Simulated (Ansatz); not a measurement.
The inner images of a band of FH3O3Ti + H3P (12 atoms, charge 0, multiplicity 1) are given out of order.

Theory: RKS PBE/def2-SVP in Ansatz.

Initial state:

```xyz
12
Properties=species:S:1:pos:R:3
Ti -0.078 -0.269 -0.071
F -0.225 -0.226 1.698
O 1.649 -0.460 -0.547
H 2.117 -1.286 -0.762
O -0.691 1.274 -0.779
H -1.615 1.480 -1.004
O -1.059 -1.659 -0.619
H -1.601 -2.343 -0.194
P 2.031 2.861 1.603
H 2.682 1.845 0.815
H 0.997 3.033 0.614
H 1.255 1.876 2.313
```

Final state:

```xyz
12
Properties=species:S:1:pos:R:3
Ti 0.109 0.395 -0.577
F 1.121 -1.105 1.932
O 1.527 -0.664 -0.854
H 1.764 -1.190 -0.056
O -0.430 1.252 -2.057
H -1.328 1.561 -2.276
O -1.169 -0.319 0.449
H -0.844 -0.889 1.181
P 1.138 1.799 1.231
H 2.124 2.601 0.570
H 0.177 2.826 1.503
H 1.271 -0.140 2.019
```

Put them in order from the first end to the last, with their energies above the first end.
A.
```xyz
12
Properties=species:S:1:pos:R:3
Ti 0.090 -0.438 -0.209
F 0.322 -0.348 1.550
O 1.611 -1.001 -0.989
H 1.877 -1.927 -1.133
O -0.304 1.193 -0.873
H -1.183 1.567 -1.059
O -1.246 -1.594 -0.477
H -1.842 -2.101 0.100
P 1.553 3.165 1.918
H 2.655 2.766 1.078
H 0.621 3.037 0.827
H 1.306 1.808 2.333
```
B.
```xyz
12
Properties=species:S:1:pos:R:3
Ti 0.340 0.203 -0.184
F 0.873 -0.720 1.687
O 1.644 -0.803 -0.900
H 1.941 -1.609 -0.436
O -0.046 1.402 -1.452
H -0.806 1.996 -1.584
O -1.266 -0.549 0.143
H -1.266 -1.264 0.810
P 1.188 2.129 1.628
H 1.881 2.364 0.389
H -0.088 2.569 1.128
H 1.066 0.407 1.837
```
C.
```xyz
12
Properties=species:S:1:pos:R:3
Ti 0.290 0.283 -0.302
F 0.966 -0.900 1.809
O 1.637 -0.770 -0.859
H 1.922 -1.519 -0.301
O -0.102 1.382 -1.653
H -0.931 1.884 -1.754
O -1.258 -0.417 0.288
H -1.250 -1.150 0.933
P 1.152 2.006 1.445
H 1.948 2.516 0.364
H -0.037 2.747 1.132
H 1.126 0.064 1.963
```
D.
```xyz
12
Properties=species:S:1:pos:R:3
Ti 0.187 0.332 -0.466
F 1.084 -1.054 1.896
O 1.577 -0.729 -0.867
H 1.851 -1.357 -0.165
O -0.288 1.329 -1.873
H -1.147 1.783 -1.961
O -1.220 -0.356 0.409
H -1.059 -1.020 1.109
P 1.148 1.879 1.282
H 2.019 2.603 0.402
H 0.064 2.818 1.290
H 1.244 -0.101 2.011
```
E.
```xyz
12
Properties=species:S:1:pos:R:3
Ti 0.262 -0.278 -0.278
F 0.748 -0.461 1.432
O 1.577 -1.113 -1.181
H 1.997 -1.914 -0.818
O 0.038 1.329 -1.062
H -0.774 1.801 -1.320
O -1.312 -1.141 -0.242
H -1.614 -1.613 0.555
P 1.332 2.787 1.900
H 1.900 2.605 0.587
H -0.003 2.756 1.355
H 1.309 1.367 2.139
```

A (+0.3 kcal/mol), E (+5.5 kcal/mol), B (+32.1 kcal/mol), C (+29.6 kcal/mol), D (+27.5 kcal/mol).

Time of the run: 6.7 min on 4 threads of Arm Neoverse V2, on a shared host, peak memory 0.22 GiB.
